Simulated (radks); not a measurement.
Ru4+, configuration [Kr] 4d4.

Method: Dirac Kohn-Sham, BP86, spin-unpolarised, spherical densities, point nucleus; open shells fill j = l - 1/2 first; computed with a radial shooting solver on a logarithmic mesh with Libxc functionals.

Energy parts (hartree):
| part | energy |
|---|---|
| total | -4528.80479 |
| kinetic | 4713.21984 |
| electron-nucleus | -10879.28380 |
| Hartree | 1770.21873 |
| exchange-correlation | -132.95956 |

Orbitals (lengths in bohr, moments of r in powers of bohr; <r^-3> diverges for s and p1/2):
orbital,occ.,eigenvalue (hartree),<r^-3>,<r^4>
1s1/2,2,-807.8670,-,5.906e-06
2s1/2,2,-117.7919,-,0.001074
2p1/2,2,-108.9878,-,0.0007076
2p3/2,4,-104.1744,2802,0.0008012
3s1/2,2,-22.32745,-,0.05307
3p1/2,2,-18.91338,-,0.05388
3p3/2,4,-18.09611,482.8,0.05963
3d3/2,4,-12.05577,72.14,0.05824
3d5/2,6,-11.89646,68.44,0.06017
4s1/2,2,-4.66571,-,1.924
4p1/2,2,-3.62939,-,2.682
4p3/2,4,-3.49749,78.17,2.954
4d3/2,4,-1.91464,7.807,7.861
4d5/2,0,-1.89777,7.385,8.091
5s1/2,0,-1.43557,-,54.13
5p1/2,0,-1.16214,-,88.14
5p3/2,0,-1.13816,14.32,95.05

The highest occupied level is 4d3/2 at -52.100 eV. For comparison, the ionisation energy in NIST's Atomic Spectra Database is 59 eV (theoretical). In exact Kohn-Sham theory the highest level is minus the ionisation energy, but local and semilocal functionals leave it too shallow, through self-interaction and a potential that decays too fast; potentials with the right tail come closer. Summed over all electrons, <r^2> = 22.56 bohr^2, which gives a Langevin (diamagnetic) susceptibility term of -17.9 x 10^-6 cm^3/mol. The density falls to 0.001 e/bohr^3 at r = 2.99 bohr.

Beside tabulated values, note that spin-unpolarised runs miss the spin-polarisation part of the exchange energy of open shells.
